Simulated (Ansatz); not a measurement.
Relaxation of ClH₉SiW (12 atoms, charge 0, multiplicity 1), to a largest force component of 0.03 eV/Å in at most 50 steps.

Method: Ansatz 0.2.0, RKS PBE0-D4/def2-SVP.

```xyz
12
Properties=species:S:1:pos:R:3
W -0.201 -0.208 0.194
Cl -0.448 -0.456 2.513
H 1.283 0.041 -0.538
H 0.022 1.271 -0.553
H -1.541 0.475 -0.527
H 0.507 -1.539 -0.520
H -1.243 -1.276 -0.568
Si 2.202 2.293 1.427
H 3.403 1.727 2.105
H 2.520 2.682 0.027
H 1.674 3.459 2.194
H 1.153 1.252 1.440
```

Question: Where does it end, and by what steps?

Answer: The forces met the threshold. The force dipped under the threshold on the way, but the program's further checks kept it going. After 11 steps the energy has fallen by 0.123 eV; H12 moved furthest, 0.68 Å.

```json
{"step": "0", "energy less start (eV)": "0.0000", "largest force component (eV/Å)": "1.333", "accepted": "yes"}
{"step": "1", "energy less start (eV)": "-0.0727", "largest force component (eV/Å)": "0.728", "accepted": "yes"}
{"step": "2", "energy less start (eV)": "-0.0882", "largest force component (eV/Å)": "0.085", "accepted": "yes"}
{"step": "3", "energy less start (eV)": "-0.0960", "largest force component (eV/Å)": "0.188", "accepted": "yes"}
{"step": "4", "energy less start (eV)": "-0.1086", "largest force component (eV/Å)": "0.175", "accepted": "yes"}
{"step": "5", "energy less start (eV)": "-0.1091", "largest force component (eV/Å)": "0.207", "accepted": "yes"}
{"step": "6", "energy less start (eV)": "-0.1147", "largest force component (eV/Å)": "0.030", "accepted": "yes"}
{"step": "7", "energy less start (eV)": "-0.1182", "largest force component (eV/Å)": "0.014", "accepted": "yes"}
{"step": "8", "energy less start (eV)": "-0.1185", "largest force component (eV/Å)": "0.216", "accepted": "yes"}
{"step": "9", "energy less start (eV)": "-0.1208", "largest force component (eV/Å)": "0.120", "accepted": "yes"}
{"step": "10", "energy less start (eV)": "-0.1224", "largest force component (eV/Å)": "0.011", "accepted": "yes"}
{"step": "11", "energy less start (eV)": "-0.1229", "largest force component (eV/Å)": "0.024", "accepted": "yes"}
```

```xyz
12
Properties=species:S:1:pos:R:3
W -0.425 -0.440 0.088
Cl -0.791 -0.772 2.273
H 1.151 -0.083 -0.351
H -0.144 1.142 -0.383
H -1.688 0.310 -0.717
H 0.411 -1.678 -0.669
H -1.341 -1.432 -0.903
Si 2.433 2.536 1.567
H 3.768 2.061 2.038
H 2.432 2.643 0.078
H 2.142 3.870 2.172
H 1.384 1.564 2.002
```

Whether the end is a true minimum wasn't checked by a vibrational analysis.

Run time: 26 s on 2 threads of Intel(R) Xeon(R) 6975P-C (Granite Rapids), with other jobs on the host, peak memory 0.28 GiB.
